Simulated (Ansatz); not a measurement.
Basis-set extrapolation for `CCO[SiH2]C` (PBE0-D4/def2-TZVP geometry, frozen core, Ansatz 0.2.0). Multiplicity 1, RHF reference.

```json
{"": "HF", "def2-TZVPP": "-483.361429", "def2-QZVPP": "-483.380345"}
{"": "MP2 correlation", "def2-TZVPP": "-0.893082", "def2-QZVPP": "-0.954984"}
{"": "CCSD(T) correlation", "def2-TZVPP": "-0.984413", "def2-QZVPP": "not run"}
```

Energies in hartree. Use E(X) = E(∞) + A·exp(−7.88·√X) for Hartree–Fock and E(X) = E(∞) + B·X^(−2.97) for correlation, with X = 3 and 4, and add CCSD(T) minus MP2 of the smaller set to the MP2 limit.

**Question.** What is the CCSD(T) energy at the basis-set limit?

**Answer.** HF limit: -483.380345 + (-0.018916) × 0.13774 = -483.38295. MP2 limit: -0.954984 + (-0.061902) × 0.74074 = -1.00084. Higher-order term: -0.984413 − (-0.893082) = -0.09133. Total: -484.47512 hartree, 81.1 kcal/mol below CCSD(T)/def2-TZVPP.
